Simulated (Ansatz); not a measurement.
One change: `CCB(C)N` becomes `CCB(N)S`.

Ansatz, PBE0-D4/def2-TZVP geometries, multiplicity 1. Each molecule was computed in one conformer, which needn't be the lowest.

```tsv
property	`CCB(C)N`
HOMO energy (PBE0/def2-TZVPP) / eV	-8.03
HOMO–LUMO gap (B3LYP/def2-TZVPP) / eV	8.32
HOMO–LUMO gap (PBE/def2-TZVPP) / eV	6.69
HOMO energy (ωB97M-V/def2-TZVPP) / eV	-10.33
size of the dipole moment (B3LYP/def2-TZVPP) / D	1.34
zero-point energy (PBE0-D4/def2-TZVP) / kJ/mol	351.8
```

Question: What does the change do to each property? (Best estimate.)

Answer: The calculation gave: 
```tsv
property	`CCB(N)S`	shift
HOMO energy (PBE0/def2-TZVPP) / eV	-7.00	1.03
HOMO–LUMO gap (B3LYP/def2-TZVPP) / eV	6.97	-1.35
HOMO–LUMO gap (PBE/def2-TZVPP) / eV	5.46	-1.23
HOMO energy (ωB97M-V/def2-TZVPP) / eV	-9.20	1.13
size of the dipole moment (B3LYP/def2-TZVPP) / D	1.73	0.39
zero-point energy (PBE0-D4/def2-TZVP) / kJ/mol	281.1	-70.7
```

With PBE0 the HOMO rises by 1.03 eV and the LUMO falls by 0.29 eV, so the gap narrows by about 1.32 eV. PBE moves the HOMO by 0.89 eV and ωB97M-V by 1.13 eV. The zero-point energy changes by -70.7 kJ/mol with -6 modes. Dipoles are sizes alone; their direction can turn.

Positive LUMOs are unbound, so they and the gaps depend on the basis.

B3LYP here is the variant with VWN-RPA as its local correlation; programs differ in this.
